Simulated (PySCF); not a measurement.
## `C=C[Si]1([Se]C)CC1`, C₅H₁₀SeSi

Geometry:
```tsv
atom	x (Å)	y (Å)	z (Å)
C1	-2.179	-2.247	0.088
C2	-2.057	-0.948	-0.126
Si3	-0.424	-0.051	0.041
Se4	1.282	-1.522	0.477
C5	2.793	-0.342	0.114
C6	-0.376	1.738	0.655
C7	-0.101	1.585	-0.851
H8	-3.119	-2.769	-0.001
H9	-1.324	-2.849	0.363
H10	-2.919	-0.357	-0.400
H11	3.695	-0.924	0.279
H12	2.765	0.503	0.795
H13	2.749	-0.010	-0.919
H14	0.454	2.101	1.246
H15	-1.291	2.251	0.913
H16	-0.849	2.001	-1.510
H17	0.895	1.853	-1.173
```

Computed, not measured: GIAO B97-2/pcSseg-1 magnetisability, rotational g tensor and spin-rotation constants, non-relativistic, gas phase in PySCF 2.14.0. Geometry: GFN2-xTB.

The calculation is non-relativistic, which matters for the atoms heavier than Zn.

Problem. How diamagnetic is it, and how anisotropic?

Solution. Isotropic -1701 × 10⁻³⁰ J/T², or -102.4 × 10⁻⁶ cm³/mol; principal values -1808, -1750, -1544 × 10⁻³⁰ J/T², anisotropy 239 × 10⁻³⁰ J/T² (root of half the summed squared differences of the principal values). The susceptibility is in cgs units.

Problem. Split it along the inertial axes a, b, c into diamagnetic and paramagnetic parts about the centre of mass, with the quadrupole moment.

Solution. 
| axis | χ (10⁻⁶ cm³/mol) | diamagnetic (10⁻⁶ cm³/mol) | paramagnetic (10⁻⁶ cm³/mol) | summed x² of all electrons (Å²) | quadrupole Θ (D Å) |
| --- | --- | --- | --- | --- | --- |
| a | -101.3 | -830.6 | 729.3 | 220.0 | +6.64 |
| b | -97.9 | -1061.0 | 963.1 | 165.7 | +1.90 |
| c | -108.0 | -1636.6 | 1528.6 | 30.1 | -8.54 |

Anisotropies 2χaa − χbb − χcc = +3.3 and 2χbb − χaa − χcc = +13.5 × 10⁻⁶ cm³/mol. Θ is traceless in Buckingham's convention.

Problem. And the rotational g tensor?

Solution. 
```csv
axis,rotational constant (GHz),g,nuclear part,electronic part
a,1.7702,-0.0101,0.5964,-0.6065
b,1.2348,-0.0074,0.5513,-0.5587
c,0.7813,+0.0013,0.5624,-0.5611
```
Asymmetric top; isotopes 12C, 1H, 80Se, 28Si; no vibrational averaging.
